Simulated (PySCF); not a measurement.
Geometries of 2 isomers of CH6GeS, from PBE0-D3(BJ)/def2-SVP geometry optimisation, gas phase in PySCF 2.14.0. One conformer each, no zero-point energy, no frequencies.

Question: Which isomer lies lower at this level?
A.
```xyz
9
angstrom
C      1.564    0.531   -0.072
S      0.406    0.808   -1.449
Ge    -1.398   -0.178   -0.613
H      1.741   -0.541    0.100
H      2.516    0.998   -0.360
H      1.212    1.001    0.858
H     -1.100   -1.661   -0.315
H     -2.487   -0.049   -1.688
H     -1.833    0.519    0.691
```
B.
```xyz
9
angstrom
C     -1.117    0.100   -0.044
Ge     0.703   -0.591    0.051
S      1.992    0.748    1.290
H     -1.129    1.065   -0.569
H     -1.510    0.245    0.972
H     -1.766   -0.605   -0.585
H      1.312   -0.736   -1.359
H      0.760   -1.937    0.794
H      1.906    1.798    0.445
```

Answer: B. That is `[CH3][GeH2][SH]`, 11.2 kcal/mol below the other.

| SMILES | atoms numbered as above | E (Eh) | relative (kcal/mol) | relative (kJ/mol) | dipole (D) |
| --- | --- | --- | --- | --- | --- |
| [CH3][GeH2][SH] | [CH3:1][GeH2:2][SH:3] | -2516.07161 | 0.0 | 0.0 | 1.99 |
| C[S][GeH3] | [CH3:1][S:2][GeH3:3] | -2516.05368 | 11.2 | 47.1 | 1.48 |

As drawn, the lower has an S–H bond, which the higher lacks.
